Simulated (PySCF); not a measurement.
Compound: C₇H₁₄N₃ (charge +1).
Atom-mapped SMILES: `[CH3:1][c:2]1[cH:3][n:4]([CH3:5])[n:6][n+:7]1[CH:8]([CH3:9])[CH3:10]`

Cartesian coordinates in Å at the GFN2-xTB level; atoms count from 1:
```
atom  x, y, z in Å
C1    -0.509    2.500   -0.472
C2    -0.811    1.096   -0.132
C3    -2.014    0.480    0.153
N4    -1.723   -0.813    0.393
C5    -2.621   -1.876    0.735
N6    -0.450   -1.030    0.278
N7     0.106    0.104   -0.036
C8     1.547    0.174   -0.233
C9     2.241   -0.219    1.067
C10    1.930   -0.747   -1.387
H11   -1.427    3.081   -0.483
H12   -0.043    2.570   -1.454
H13    0.171    2.939    0.258
H14   -3.006    0.880    0.193
H15   -3.639   -1.497    0.782
H16   -2.557   -2.667   -0.013
H17   -2.341   -2.298    1.701
H18    1.782    1.211   -0.486
H19    2.010   -1.250    1.320
H20    3.315   -0.123    0.946
H21    1.931    0.425    1.886
H22    1.400   -0.475   -2.297
H23    1.700   -1.780   -1.137
H24    2.996   -0.665   -1.576
```

NICS is the negative of the GIAO shielding at a point without a nucleus: at the ring centre (0) and 1 Å above and below it (1); zz is the component along the ring normal. Level: GIAO PBE0/pcSseg-1 (PySCF, non-relativistic, gas phase) on the GFN2-xTB geometry, one conformer.

Ring bond lengths (Å), with Mayer bond orders in brackets: C2–C3 1.382 (1.46), C3–N4 1.347 (1.17), N4–N6 1.296 (1.26), N6–N7 1.301 (1.27), N7–C2 1.355 (1.10).

Problem. Give the NICS values of each ring in ppm.

Solution. 
```
          ring                                                 type  NICS(0)  NICS(1), two faces  NICS(1)zz, two faces  rms pucker (Å)  centre to ring atoms, mean (Å)
C2–C3–N4–N6–N7  5-membered ring with 3 N; formal bonds all aromatic    -13.3       -12.1 / -12.1         -28.6 / -28.6            0.00                            1.14
```

Problem. What do they say, and how far can they be read as aromaticity?

Solution. 
- C2–C3–N4–N6–N7: mean NICS(1)zz -28.6 ppm, shielded. The ring is flat and has no four-coordinate atom; by the NICS criterion it is aromatic.

Problem. How equal are the bonds by HOMA? HOMA takes Krygowski's 1993 parameters.

Solution. 
- C2–C3–N4–N6–N7: HOMA 0.98; the largest term is that of N7–C2, α(R − Ropt)² = 0.04. The geometric and the magnetic index point the same way.

Problem. What are the shieldings of the ring atoms and their hydrogens in the same run (means over atoms taken as equivalent)?

Solution. 
```csv
atoms,environment,σ isotropic (ppm),"principal values of the symmetric part, first atom (ppm)"
C2,substituted aromatic carbon,39.2,"-23.4, 16.9, 124.1"
C3,aromatic CH next to a ring nitrogen,51.7,"-11.8, 46.4, 120.6"
N4,ring nitrogen,0.4,"-151.0, 7.5, 144.8"
N6,ring nitrogen,-119.7,"-382.5, -109.3, 132.6"
N7,three-coordinate ring nitrogen,-28.9,"-152.1, -58.9, 124.2"
H14,aromatic hydrogen,24.04,"20.5, 25.0, 26.7"
```
